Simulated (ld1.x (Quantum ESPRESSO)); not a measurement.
An all-electron radial function and its pseudo partner (hafnium (Hf))

Columns: radius, all-electron u(r) and pseudo u(r) of the 5d shell (level -2.69 eV) of hafnium in the configuration [Xe] 4f14 5d2 6s2 6p0; PBE, scalar-relativistic, TM scheme, ld1.x (Quantum ESPRESSO) 7.5.

```
r (bohr)  all-electron  pseudo
   0.192        0.0697  0.0056
   0.385       -0.2675  0.0420
   0.578       -0.1265  0.1258
   0.770        0.1486  0.2509
   0.962        0.3763  0.3928
   1.155        0.5269  0.5209
   1.348        0.6116  0.6112
   1.540        0.6490  0.6567
   1.732        0.6558  0.6653
   1.925        0.6436  0.6500
   2.118        0.6203  0.6229
   2.310        0.5910  0.5916
   2.502        0.5590  0.5590
   2.695        0.5258  0.5258
   2.888        0.4926  0.4926
   3.080        0.4601  0.4601
   3.272        0.4286  0.4286
   3.465        0.3982  0.3982
   3.658        0.3690  0.3690
   3.850        0.3415  0.3415
   4.043        0.3153  0.3153
   4.235        0.2908  0.2908
   4.428        0.2678  0.2678
   4.620        0.2465  0.2465
   4.812        0.2266  0.2266
   5.005        0.2082  0.2082
```

**Question.** How many radial nodes do the two functions have?

**Answer.** The all-electron 5d function has n − l − 1 = 2; the pseudo-wave has 0, since the states of the same l below it are removed with the core.

**Question.** At about which radius was the pseudo-wave matched?

**Answer.** 2.70 bohr. The columns agree to 0.0005 from 2.50 bohr on; several derivatives are matched, so the curves merge somewhat inside the radius.

**Question.** Is the pseudo-wave norm-conserving?

**Answer.** Yes: the TM scheme keeps the norm inside the radius equal to the all-electron one, which fixes the energy derivative of the logarithmic derivative at the level.
